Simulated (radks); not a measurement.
Problem. All-electron atom: Zr+ in [Kr] 4d2 6s1 (not the ground configuration). Calculated with a radial shooting solver on a logarithmic mesh with Libxc functionals: scalar-relativistic Kohn-Sham, PBE, spin-unpolarised, spherical densities, point nucleus. Some entries of the table are withheld. Estimate them.

| orbital | occ. | eigenvalue (hartree) | <1/r> (bohr^-1) |
|---|---|---|---|
| 1s | 2 | -655.4434 | 41.26 |
| 2s | 2 | -91.14195 | (1) |
| 2p | 6 | -81.31589 | (2) |
| 3s | 2 | -15.25210 | 3.140 |
| 3p | 6 | -12.05070 | 2.981 |
| 3d | 10 | -6.79705 | (3) |
| 4s | 2 | -2.37830 | 1.116 |
| 4p | 6 | -1.56774 | 0.9782 |
| 4d | 2 | -0.48251 | (4) |
| 6s | 1 | (5) | 0.1763 |

Solution. 
(1) 2s <1/r> (bohr^-1): 9.250
(2) 2p <1/r> (bohr^-1): 9.013
(3) 3d <1/r> (bohr^-1): 2.740
(4) 4d <1/r> (bohr^-1): 0.6517
(5) 6s eigenvalue (hartree): -0.16956
